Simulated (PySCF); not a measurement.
# Working out the ionisation energy of As²⁺

As²⁺ [Ar] 3d10 4s2 4p1 (2P) → As³⁺ [Ar] 3d10 4s2 (1S). All numbers are calculated (PySCF 2.14, the spin-free X2C one-electron Hamiltonian (Gaussian nucleus), in ANO-RCC-VTZP). Frozen: [Ar] 3d10. Energies in hartree (1 hartree = 27.21139 eV):

```tsv
part	As²⁺ (lower)	As³⁺ (upper)
UHF	-2258.011264	-2257.001337
CCSD correlation	-0.053524	-0.041520
(T)	-0.000677	0.000000
```

Q: What does Hartree-Fock give?

A: (-2257.001337) − (-2258.011264) = 1.009927 hartree = 27.482 eV.

Q: What do CCSD and CCSD(T) give?

A: The CCSD correlation energies differ by 0.012004 hartree = 0.327 eV and the triples by 0.000677 hartree = 0.018 eV, so CCSD gives 27.809 eV and CCSD(T) 27.827 eV.

Reference: 28.349 ± 0.012 eV (measured; NIST Atomic Spectra Database, ionization energies), between the lowest levels; spin-orbit coupling is absent from the calculation.

What remains against the reference includes basis incompleteness, the frozen core and higher excitations.
